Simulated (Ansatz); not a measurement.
A short molecular-dynamics run on CH$_{3}$Cl$_{2}$F$_{2}$MoN (`C[N]=[Mo]([F])([F])([Cl])[Cl]`).

```yaml
crystal:
  periodic: [false, false, false]
  atoms:
    - {symbol: C, position_ang: [0.373923, -1.725850, 0.043861]}
    - {symbol: N, position_ang: [0.034605, -0.360365, -0.061580]}
    - {symbol: Mo, position_ang: [-0.321505, 1.270824, -0.114962]}
    - {symbol: F, position_ang: [-2.143522, 1.354505, -0.471363]}
    - {symbol: F, position_ang: [-0.130412, 1.746938, -1.901183]}
    - {symbol: Cl, position_ang: [-0.860284, 1.695024, 2.068475]}
    - {symbol: Cl, position_ang: [1.741626, 2.202629, 0.220939]}
    - {symbol: H, position_ang: [1.461808, -1.832845, 0.001389]}
    - {symbol: H, position_ang: [0.006568, -2.117684, 0.996860]}
    - {symbol: H, position_ang: [-0.079808, -2.284377, -0.779336]}
basis:
  gaussian: {orbitals: def2-SVP}
hamiltonian: {xc: {name: PBE}}
md: {timestep: 1 fs, n_steps: 20, ensemble: nvt_nose_hoover, temperature: 1500, initial_velocities: maxwell_boltzmann, seed: 947}
```

```sh
$ ansatz run in.yaml --threads 4 --pin off --events-out ev --progress --plain --max-ram 11315MiB
```

| step | time (fs) | potential energy (eV) | kinetic (eV) | T (K) | conserved (eV) |
| --- | --- | --- | --- | --- | --- |
| 0 | 0.0 | -34885.0942 | 1.5511 | 1500 | -34883.5431 |
| 1 | 1.0 | -34885.0189 | 1.4841 | 1435 | -34883.5348 |
| 2 | 2.0 | -34884.8579 | 1.3351 | 1291 | -34883.5228 |
| 3 | 3.0 | -34884.7756 | 1.2503 | 1209 | -34883.5254 |
| 4 | 4.0 | -34884.7507 | 1.2215 | 1181 | -34883.5294 |
| 5 | 5.0 | -34884.7208 | 1.1925 | 1153 | -34883.5286 |
| 6 | 6.0 | -34884.6824 | 1.1541 | 1116 | -34883.5288 |
| 7 | 7.0 | -34884.6321 | 1.1035 | 1067 | -34883.5293 |
| 8 | 8.0 | -34884.5729 | 1.0490 | 1014 | -34883.5250 |
| 9 | 9.0 | -34884.5747 | 1.0559 | 1021 | -34883.5202 |
| 10 | 10.0 | -34884.6985 | 1.1733 | 1135 | -34883.5270 |
| 11 | 11.0 | -34884.8450 | 1.3085 | 1265 | -34883.5389 |
| 12 | 12.0 | -34884.8479 | 1.3120 | 1269 | -34883.5389 |
| 13 | 13.0 | -34884.7094 | 1.1864 | 1147 | -34883.5266 |
| 14 | 14.0 | -34884.5944 | 1.0754 | 1040 | -34883.5233 |
| 15 | 15.0 | -34884.5563 | 1.0322 | 998 | -34883.5291 |
| 16 | 16.0 | -34884.5187 | 0.9938 | 961 | -34883.5306 |
| 17 | 17.0 | -34884.4475 | 0.9238 | 893 | -34883.5301 |
| 18 | 18.0 | -34884.3464 | 0.8242 | 797 | -34883.5293 |
| 19 | 19.0 | -34884.2385 | 0.7223 | 699 | -34883.5240 |
| 20 | 20.0 | -34884.2091 | 0.6987 | 676 | -34883.5190 |

Velocities are drawn at the set temperature; a run this short doesn't reach equilibrium.

Frames (Å, forces in eV/Å):

```xyz
10
time=0.0 fs
C     0.374   -1.726    0.044   -0.114    0.428   -0.046
N     0.035   -0.360   -0.062    0.252   -1.253    0.013
Mo   -0.322    1.271   -0.115   -0.174    1.156    0.070
F    -2.144    1.355   -0.471   -0.596   -0.009   -0.134
F    -0.130    1.747   -1.901    0.056    0.118   -0.596
Cl   -0.860    1.695    2.068   -0.133    0.087    0.547
Cl    1.742    2.203    0.221    0.521    0.214    0.082
H     1.462   -1.833    0.001    0.577   -0.119   -0.016
H     0.007   -2.118    0.997   -0.173   -0.266    0.497
H    -0.080   -2.284   -0.779   -0.216   -0.356   -0.418
10
time=1.0 fs
C     0.374   -1.724    0.048   -2.479   -0.499    0.560
N     0.034   -0.365   -0.065    0.361   -1.036   -0.113
Mo   -0.324    1.271   -0.119    0.103    0.961    0.446
F    -2.141    1.342   -0.470   -0.722    0.008   -0.160
F    -0.132    1.759   -1.895    0.065    0.150   -0.739
Cl   -0.865    1.697    2.076   -0.071    0.054    0.362
Cl    1.753    2.204    0.219    0.337    0.142    0.075
H     1.410   -1.886    0.023    2.435   -0.055    0.035
H    -0.014   -2.112    1.047    0.163    0.104   -0.784
H    -0.039   -2.322   -0.805   -0.191    0.172    0.319
10
time=2.0 fs
C     0.373   -1.723    0.053   -3.634   -1.175    0.793
N     0.033   -0.370   -0.068    0.467   -0.792   -0.215
Mo   -0.326    1.271   -0.123    0.371    0.741    0.804
F    -2.139    1.330   -0.469   -0.841    0.022   -0.185
F    -0.134    1.771   -1.889    0.072    0.181   -0.871
Cl   -0.870    1.699    2.084   -0.012    0.023    0.182
Cl    1.765    2.205    0.217    0.162    0.071    0.067
H     1.382   -1.940    0.045    3.309    0.008    0.139
H    -0.032   -2.105    1.090    0.357    0.289   -1.610
H     0.000   -2.359   -0.827   -0.251    0.631    0.896
10
time=3.0 fs
C     0.368   -1.723    0.059   -2.891   -1.865    0.826
N     0.032   -0.376   -0.072    0.539   -0.493   -0.295
Mo   -0.328    1.272   -0.127    0.630    0.498    1.137
F    -2.137    1.318   -0.469   -0.950    0.035   -0.207
F    -0.136    1.783   -1.884    0.078    0.211   -0.990
Cl   -0.875    1.701    2.092    0.043   -0.005    0.010
Cl    1.777    2.206    0.215   -0.004    0.002    0.059
H     1.385   -1.993    0.068    2.515    0.354    0.229
H    -0.047   -2.095    1.117    0.415    0.323   -1.995
H     0.036   -2.389   -0.841   -0.377    0.939    1.227
10
time=4.0 fs
C     0.361   -1.724    0.065   -1.166   -2.528    0.792
N     0.032   -0.382   -0.076    0.567   -0.137   -0.361
Mo   -0.330    1.272   -0.131    0.879    0.235    1.441
F    -2.136    1.305   -0.468   -1.044    0.046   -0.227
F    -0.138    1.796   -1.879    0.081    0.238   -1.093
Cl   -0.880    1.703    2.099    0.095   -0.031   -0.152
Cl    1.789    2.207    0.213   -0.160   -0.064    0.052
H     1.412   -2.043    0.094    0.908    0.922    0.239
H    -0.058   -2.082    1.126    0.366    0.243   -2.012
H     0.069   -2.411   -0.843   -0.524    1.077    1.320
10
time=5.0 fs
C     0.353   -1.727    0.072    0.456   -2.841    0.670
N     0.032   -0.389   -0.080    0.559    0.248   -0.412
Mo   -0.332    1.273   -0.134    1.112   -0.048    1.711
F    -2.136    1.293   -0.467   -1.120    0.056   -0.242
F    -0.140    1.808   -1.874    0.081    0.262   -1.176
Cl   -0.885    1.706    2.107    0.142   -0.053   -0.304
Cl    1.800    2.208    0.211   -0.307   -0.126    0.045
H     1.448   -2.085    0.122   -0.464    1.412    0.183
H    -0.066   -2.067    1.115    0.209    0.055   -1.664
H     0.097   -2.422   -0.833   -0.668    1.035    1.189
10
time=6.0 fs
C     0.346   -1.733    0.079    1.701   -2.610    0.375
N     0.033   -0.395   -0.084    0.528    0.628   -0.447
Mo   -0.334    1.273   -0.138    1.324   -0.343    1.945
F    -2.136    1.281   -0.467   -1.173    0.066   -0.253
F    -0.142    1.821   -1.871    0.078    0.281   -1.237
Cl   -0.889    1.708    2.115    0.186   -0.074   -0.448
Cl    1.812    2.209    0.209   -0.445   -0.183    0.038
H     1.480   -2.113    0.151   -1.300    1.687    0.106
H    -0.072   -2.051    1.088   -0.092   -0.246   -0.898
H     0.119   -2.423   -0.811   -0.807    0.792    0.818
10
time=7.0 fs
C     0.340   -1.740    0.087    2.701   -1.839   -0.097
N     0.034   -0.400   -0.089    0.479    0.968   -0.460
Mo   -0.335    1.274   -0.141    1.510   -0.636    2.140
F    -2.136    1.269   -0.467   -1.201    0.078   -0.259
F    -0.144    1.834   -1.867    0.072    0.293   -1.273
Cl   -0.894    1.710    2.123    0.226   -0.092   -0.582
Cl    1.823    2.210    0.207   -0.574   -0.234    0.032
H     1.499   -2.124    0.182   -1.708    1.765    0.032
H    -0.078   -2.038    1.052   -0.562   -0.641    0.275
H     0.133   -2.416   -0.781   -0.944    0.339    0.192
10
time=8.0 fs
C     0.336   -1.750    0.094    3.471   -0.741   -0.500
N     0.036   -0.405   -0.094    0.417    1.239   -0.443
Mo   -0.337    1.274   -0.144    1.662   -0.910    2.291
F    -2.137    1.257   -0.466   -1.202    0.091   -0.261
F    -0.146    1.847   -1.865    0.063    0.297   -1.282
Cl   -0.899    1.712    2.130    0.263   -0.111   -0.708
Cl    1.835    2.211    0.205   -0.693   -0.280    0.026
H     1.502   -2.119    0.213   -1.813    1.693   -0.031
H    -0.090   -2.031    1.019   -1.101   -1.015    1.520
H     0.137   -2.407   -0.750   -1.069   -0.262   -0.613
10
time=9.0 fs
C     0.334   -1.759    0.101    3.664    0.239   -0.388
N     0.037   -0.410   -0.099    0.343    1.421   -0.393
Mo   -0.338    1.274   -0.147    1.778   -1.143    2.399
F    -2.139    1.245   -0.466   -1.176    0.104   -0.258
F    -0.147    1.860   -1.863    0.050    0.290   -1.265
Cl   -0.903    1.714    2.137    0.299   -0.131   -0.826
Cl    1.846    2.212    0.203   -0.803   -0.321    0.022
H     1.487   -2.098    0.243   -1.633    1.488   -0.074
H    -0.113   -2.033    1.001   -1.386   -1.148    2.114
H     0.132   -2.400   -0.724   -1.135   -0.799   -1.330
10
time=10.0 fs
C     0.336   -1.769    0.108    2.787    0.684    0.250
N     0.039   -0.413   -0.104    0.256    1.501   -0.310
Mo   -0.340    1.274   -0.150    1.855   -1.316    2.461
F    -2.142    1.233   -0.466   -1.124    0.119   -0.250
F    -0.149    1.873   -1.862    0.035    0.272   -1.222
Cl   -0.908    1.716    2.144    0.332   -0.152   -0.934
Cl    1.857    2.213    0.201   -0.903   -0.358    0.018
H     1.457   -2.062    0.273   -1.065    1.134   -0.073
H    -0.149   -2.047    1.003   -1.125   -0.914    1.615
H     0.116   -2.400   -0.711   -1.046   -0.970   -1.554
10
time=11.0 fs
C     0.340   -1.778    0.115    0.727    0.616    0.739
N     0.041   -0.415   -0.110    0.159    1.475   -0.199
Mo   -0.341    1.275   -0.152    1.891   -1.417    2.481
F    -2.145    1.221   -0.467   -1.046    0.133   -0.239
F    -0.151    1.886   -1.861    0.016    0.243   -1.154
Cl   -0.912    1.718    2.151    0.362   -0.175   -1.036
Cl    1.868    2.214    0.199   -0.996   -0.391    0.015
H     1.416   -2.016    0.303    0.043    0.626    0.026
H    -0.195   -2.069    1.020   -0.435   -0.452    0.479
H     0.089   -2.410   -0.713   -0.722   -0.658   -1.113
10
time=12.0 fs
C     0.345   -1.786    0.123   -2.022    0.379    0.618
N     0.043   -0.416   -0.116    0.051    1.352   -0.074
Mo   -0.341    1.274   -0.154    1.889   -1.445    2.460
F    -2.148    1.209   -0.467   -0.945    0.147   -0.224
F    -0.152    1.900   -1.861   -0.004    0.202   -1.060
Cl   -0.917    1.720    2.157    0.391   -0.197   -1.130
Cl    1.878    2.214    0.197   -1.082   -0.423    0.012
H     1.376   -1.963    0.332    1.598    0.060    0.257
H    -0.246   -2.095    1.042    0.324    0.013   -0.570
H     0.056   -2.426   -0.725   -0.200   -0.087   -0.289
10
time=13.0 fs
C     0.348   -1.794    0.131   -4.276    0.160    0.142
N     0.046   -0.416   -0.122   -0.065    1.166    0.047
Mo   -0.342    1.274   -0.156    1.854   -1.406    2.405
F    -2.152    1.197   -0.467   -0.826    0.161   -0.205
F    -0.154    1.913   -1.862   -0.027    0.151   -0.942
Cl   -0.921    1.721    2.163    0.418   -0.218   -1.218
Cl    1.888    2.215    0.195   -1.160   -0.455    0.010
H     1.352   -1.910    0.364    2.800   -0.356    0.490
H    -0.293   -2.122    1.059    0.913    0.366   -1.219
H     0.021   -2.443   -0.741    0.369    0.430    0.490
10
time=14.0 fs
C     0.347   -1.803    0.140   -4.755    0.027   -0.136
N     0.048   -0.416   -0.128   -0.183    0.953    0.154
Mo   -0.342    1.274   -0.158    1.789   -1.314    2.319
F    -2.157    1.185   -0.468   -0.692    0.174   -0.184
F    -0.156    1.927   -1.863   -0.052    0.091   -0.804
Cl   -0.925    1.723    2.169    0.443   -0.237   -1.298
Cl    1.898    2.215    0.193   -1.231   -0.486    0.008
H     1.354   -1.861    0.401    2.572   -0.542    0.429
H    -0.332   -2.145    1.064    1.266    0.594   -1.473
H    -0.011   -2.456   -0.751    0.843    0.741    0.987
10
time=15.0 fs
C     0.343   -1.811    0.148   -3.578    0.155   -0.047
N     0.050   -0.414   -0.134   -0.284    0.728    0.249
Mo   -0.343    1.273   -0.159    1.700   -1.182    2.208
F    -2.161    1.173   -0.468   -0.548    0.187   -0.161
F    -0.158    1.941   -1.864   -0.077    0.023   -0.650
Cl   -0.929    1.725    2.175    0.467   -0.254   -1.373
Cl    1.908    2.215    0.191   -1.295   -0.518    0.007
H     1.380   -1.816    0.441    1.078   -0.676    0.017
H    -0.359   -2.162    1.054    1.381    0.709   -1.405
H    -0.034   -2.461   -0.753    1.155    0.830    1.155
10
time=16.0 fs
C     0.336   -1.818    0.156   -1.873    0.629    0.134
N     0.052   -0.413   -0.139   -0.356    0.500    0.338
Mo   -0.343    1.273   -0.160    1.592   -1.025    2.078
F    -2.166    1.162   -0.469   -0.394    0.201   -0.137
F    -0.159    1.954   -1.866   -0.102   -0.051   -0.484
Cl   -0.933    1.727    2.180    0.489   -0.270   -1.441
Cl    1.917    2.215    0.189   -1.353   -0.549    0.007
H     1.418   -1.778    0.482   -0.545   -0.863   -0.474
H    -0.373   -2.172    1.032    1.247    0.709   -1.036
H    -0.047   -2.459   -0.743    1.296    0.720    1.014
10
time=17.0 fs
C     0.327   -1.826    0.164   -0.243    1.403    0.152
N     0.053   -0.410   -0.145   -0.402    0.280    0.423
Mo   -0.343    1.272   -0.161    1.468   -0.852    1.935
F    -2.172    1.150   -0.470   -0.234    0.217   -0.112
F    -0.161    1.968   -1.868   -0.127   -0.130   -0.311
Cl   -0.937    1.728    2.185    0.509   -0.284   -1.503
Cl    1.926    2.215    0.187   -1.407   -0.578    0.006
H     1.449   -1.748    0.519   -1.652   -1.051   -0.831
H    -0.374   -2.176    0.999    0.818    0.571   -0.338
H    -0.047   -2.450   -0.723    1.272    0.425    0.578
10
time=18.0 fs
C     0.318   -1.832    0.172    1.287    2.409   -0.044
N     0.055   -0.408   -0.150   -0.430    0.080    0.501
Mo   -0.343    1.271   -0.162    1.332   -0.669    1.784
F    -2.177    1.139   -0.471   -0.070    0.236   -0.086
F    -0.163    1.982   -1.870   -0.152   -0.212   -0.135
Cl   -0.940    1.730    2.189    0.529   -0.298   -1.561
Cl    1.934    2.215    0.185   -1.458   -0.604    0.006
H     1.465   -1.729    0.547   -2.205   -1.181   -1.013
H    -0.368   -2.174    0.963    0.066    0.278    0.671
H    -0.035   -2.437   -0.698    1.100   -0.039   -0.123
10
time=19.0 fs
C     0.310   -1.837    0.181    2.602    3.453   -0.327
N     0.056   -0.406   -0.155   -0.444   -0.094    0.565
Mo   -0.342    1.270   -0.163    1.189   -0.478    1.630
F    -2.182    1.128   -0.472    0.095    0.257   -0.060
F    -0.165    1.995   -1.872   -0.175   -0.297    0.040
Cl   -0.944    1.731    2.193    0.547   -0.311   -1.613
Cl    1.942    2.215    0.183   -1.506   -0.626    0.005
H     1.460   -1.720    0.566   -2.312   -1.230   -1.040
H    -0.361   -2.170    0.934   -0.839   -0.094    1.744
H    -0.013   -2.424   -0.674    0.841   -0.580   -0.942
10
time=20.0 fs
C     0.305   -1.838    0.189    3.111    4.081   -0.469
N     0.056   -0.403   -0.159   -0.436   -0.243    0.611
Mo   -0.342    1.269   -0.163    1.041   -0.281    1.477
F    -2.188    1.117   -0.473    0.259    0.280   -0.035
F    -0.167    2.009   -1.874   -0.197   -0.381    0.209
Cl   -0.947    1.732    2.196    0.564   -0.325   -1.661
Cl    1.950    2.214    0.181   -1.551   -0.644    0.004
H     1.433   -1.723    0.575   -1.990   -1.183   -0.909
H    -0.363   -2.166    0.921   -1.412   -0.323    2.305
H     0.018   -2.417   -0.659    0.611   -0.980   -1.532
```

Run time 44 s (4 threads of an Arm Neoverse V2 on a shared host); peak host memory 0.21 GiB.
